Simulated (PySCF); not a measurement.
# One molecule, several mistakes: AlBGeH5N

Calculated results; nothing here was measured. The program is PySCF 2.14.0, an open-source quantum chemistry code, run on an isolated molecule that a program drew, which may never have been made. The molecule is AlBGeH5N (charge 0, singlet), drawn as the SMILES string `[BH2][GeH2][NH][Al]`.

Each row is a Hartree-Fock (HF) and frozen-core CCSD(T) single point in the cc-pV(D+d)Z basis, meant for a local HF minimum. Run 1 is clean. Each other run has one planted mistake out of seven kinds, and not every kind appears here: one electron removed, one electron added, multiplicity raised by two, geometry at a saddle point, minimal basis STO-3G, one bond length entered in bohr, all coordinates scaled. The reference is restricted for singlets and unrestricted otherwise, and also for a bond in bohr. Adding or removing an electron swaps singlet and doublet. Electrons count all cores. HOMO and LUMO are orbital energies over both spins, the gradient is its largest component, and the lowest frequency (negative if imaginary) is given only where the gradient is small. Bond lengths are over the 8 bonds as drawn. T1 is the CCSD diagnostic: over 0.02 (restricted) or 0.045 (unrestricted) a single reference is doubtful. Germanium has the cc-pVDZ-PP basis, with a core potential (ECP10MDF) in place of its 10 inner electrons, and its 3s, 3p and 3d shells are frozen in CCSD(T).

Geometry of the clean run:
```xyz
9
AlBGeH5N, angstrom
B     1.0241   -0.6085    1.1470
Ge   -0.4973   -0.7698   -0.2695
N     0.1631   -0.8609   -2.0014
Al    1.8180   -0.8445   -2.7133
H     0.7349   -0.5527    2.3094
H     2.1873   -0.5674    0.8564
H    -1.3438   -2.0242    0.0248
H    -1.4446    0.4400   -0.1432
H    -0.5985   -0.9371   -2.6641
```

| run | electrons | basis functions | <S^2> | HOMO (eV) | LUMO (eV) | gradient (hartree/bohr) | lowest frequency (cm^-1) | mean bond (Å) | longest bond (Å) | T1 | HF (hartree) | CCSD(T) (hartree) | mistake |
|---|---|---|---|---|---|---|---|---|---|---|---|---|---|
| 1 | 62 | 99 | 0.000 | -8.04 | 1.26 | 4.3e-05 | 75 | 1.5296 | 2.085 | 0.0150 | -617.33302 | -617.79556 | no fault |
| 2 | 62 | 99 | 0.000 | -7.98 | 1.27 | 1.3e-02 | - | 1.5036 | 2.050 | 0.0145 | -617.33063 | -617.79082 | all coordinates scaled |
| 3 | 63 | 99 | 0.762 | -0.89 | 5.04 | 4.2e-02 | - | 1.5296 | 2.085 | 0.0166 | -617.32350 | -617.80560 | ? |
| 4 | 62 | 99 | 2.004 | -6.03 | 0.17 | 8.8e-03 | - | 1.5296 | 2.085 | 0.0177 | -617.26696 | -617.70141 | ? |

**Which mistake was planted in run 3, and what did it cost?**

It counts 63 electrons, one more than the clean run, at the same geometry and basis. So the mistake is: one electron added. Subtracting run 1 and multiplying by 627.51 kcal/mol a hartree, the energy moved by 6.0 kcal/mol in HF and -6.3 kcal/mol in CCSD(T).

**Which mistake was planted in run 4, and what did it cost?**

Electrons, basis and geometry are unchanged, and <S^2> is 2.004, beside S(S+1) = 2.00 for a multiplicity of 3. So the mistake is: multiplicity raised by two. Subtracting run 1 and multiplying by 627.51 kcal/mol a hartree, the energy moved by 41.5 kcal/mol in HF and 59.1 kcal/mol in CCSD(T).

